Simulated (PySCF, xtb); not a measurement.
C₄H₈ClF, SMILES CC(C)[C@H](F)Cl. The values are those of a single conformer.

Harmonic wavenumbers (cm⁻¹) from GFN2-xTB (xtb) at its own minimum, in rising order: 79, 193, 200, 225, 240, 326, 368, 483, 530, 707, 864, 953, 969, 993, 1045, 1098, 1152, 1192, 1210, 1263, 1307, 1318, 1407, 1421, 1487, 1489, 1498, 1499, 2908, 2925, 3038, 3046, 3047, 3050, 3051, 3054.

Q: What does PBE0-D3(BJ)/def2-SVP (PySCF 2.14.0) give at its own minimum? (An estimate is asked for; the answer gives what the named calculation found.)

A: 100, 214, 228, 250, 260, 343, 392, 503, 561, 753, 854, 931, 966, 987, 1096, 1145, 1168, 1214, 1290, 1318, 1355, 1383, 1399, 1405, 1458, 1462, 1473, 1489, 3048, 3058, 3066, 3117, 3151, 3162, 3164, 3172. Paired by order, the mean absolute difference is 45 cm⁻¹ and the zero-point energies are 71.0 and 72.8 kcal/mol.
